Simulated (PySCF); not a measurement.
F2Mg, charge +1, doublet, geometry from GFN2-xTB (such geometries of metal compounds can be far from the true shape) (a state made from the parent by changing its charge; the spin is typed, not shown lowest). Base run: DF-HF/STO-3G (PySCF).

The PySCF input:
```python
from pyscf import gto, scf

mol = gto.Mole()
mol.atom = '''
    Mg    0.02084867   -0.00292335   -0.00700014
    F    -0.22416534    1.32081815   -1.17235055
    F     0.19636712   -1.31692035    1.18168407
'''
mol.basis = 'sto-3g'
mol.charge = 1
mol.spin = 1
mol.verbose = 4
mol.build()

mf = scf.UHF(mol)
mf = mf.density_fit(auxbasis='def2-universal-jkfit')
mf.kernel()
```

The base run was repeated with changes; each row names its change, and settings that it needs were set with it.

```json
[
 {"change": "base", "basis functions": "19", "E (Eh)": "-392.98612", "HOMO (eV)": "-10.38"},
 {"change": "basis = pc-1", "basis functions": "38", "E (Eh)": "-398.04798", "HOMO (eV)": "-16.14"},
 {"change": "basis = def2-SVP", "basis functions": "46", "E (Eh)": "-397.89054", "HOMO (eV)": "-16.07"},
 {"change": "basis = 6-31G**", "basis functions": "46", "E (Eh)": "-398.11681", "HOMO (eV)": "-15.85"},
 {"change": "basis = 6-31+G*", "basis functions": "58", "E (Eh)": "-398.12274", "HOMO (eV)": "-15.99"},
 {"change": "basis = aug-pcseg-1", "basis functions": "…", "E (Eh)": "…", "HOMO (eV)": "…"},
 {"change": "basis = pcseg-2", "basis functions": "79", "E (Eh)": "…", "HOMO (eV)": "-15.88"},
 {"change": "basis = pc-2", "basis functions": "79", "E (Eh)": "…", "HOMO (eV)": "-15.88"},
 {"change": "basis = def2-TZVPP", "basis functions": "94", "E (Eh)": "-398.21519", "HOMO (eV)": "-15.87"},
 {"change": "basis = cc-pVTZ", "basis functions": "94", "E (Eh)": "…", "HOMO (eV)": "-15.88"},
 {"change": "basis = def2-TZVP", "basis functions": "94", "E (Eh)": "-398.21519", "HOMO (eV)": "-15.87"},
 {"change": "basis = def2-TZVPD", "basis functions": "115", "E (Eh)": "-398.21922", "HOMO (eV)": "-15.86"},
 {"change": "basis = cc-pVQZ", "basis functions": "169", "E (Eh)": "-398.23370", "HOMO (eV)": "-15.86"}
]
```

### Question
Fill in the missing entries.

### Answer

- basis = aug-pcseg-1, basis functions: 60
- basis = aug-pcseg-1, E (Eh): -398.06569
- basis = aug-pcseg-1, HOMO (eV): -16.04
- basis = pcseg-2, E (Eh): -398.20177
- basis = pc-2, E (Eh): -398.20712
- basis = cc-pVTZ, E (Eh): -398.21337

Totals compare only among sets that treat the same electrons; sets with core potentials leave the core out.

Open shells are given as the SCF converged; they aren't shown to be the lowest states, and a large step between rows can be another state.
